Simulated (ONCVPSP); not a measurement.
u(r) = r·R(r): atom against pseudo-atom (Sr)

Columns: radius, all-electron u(r) and pseudo u(r) of the 4p shell (level -36.51 eV) of strontium in the configuration [Ar] 3d10 4s2 4p6; PBEsol, scalar-relativistic, ONCV scheme, ONCVPSP 4.0.1.

```
r (bohr)  all-electron  pseudo
   0.115        0.2456  0.0180
   0.230       -0.2013  0.0703
   0.345       -0.4421  0.1521
   0.460       -0.3519  0.2557
   0.575       -0.0960  0.3720
   0.690        0.1931  0.4912
   0.805        0.4484  0.6039
   0.920        0.6454  0.7020
   1.035        0.7811  0.7798
   1.150        0.8617  0.8335
   1.265        0.8971  0.8622
   1.380        0.8977  0.8668
   1.495        0.8730  0.8504
   1.610        0.8310  0.8166
   1.725        0.7779  0.7701
   1.840        0.7186  0.7151
   1.955        0.6566  0.6554
   2.070        0.5947  0.5944
   2.185        0.5346  0.5345
   2.300        0.4775  0.4775
   2.415        0.4242  0.4242
   2.530        0.3751  0.3751
   2.645        0.3305  0.3305
   2.760        0.2901  0.2901
   2.875        0.2540  0.2540
   2.990        0.2218  0.2218
```

**Question.** How many radial nodes do the two functions have?

**Answer.** The all-electron 4p function has n − l − 1 = 2; the pseudo-wave has 0, since the states of the same l below it are removed with the core.

**Question.** At about which radius was the pseudo-wave matched?

**Answer.** 2.30 bohr. The columns agree to 0.0005 from 2.07 bohr on; several derivatives are matched, so the curves merge somewhat inside the radius.

**Question.** Is the pseudo-wave norm-conserving?

**Answer.** Yes: the ONCV scheme keeps the norm inside the radius equal to the all-electron one, which fixes the energy derivative of the logarithmic derivative at the level.
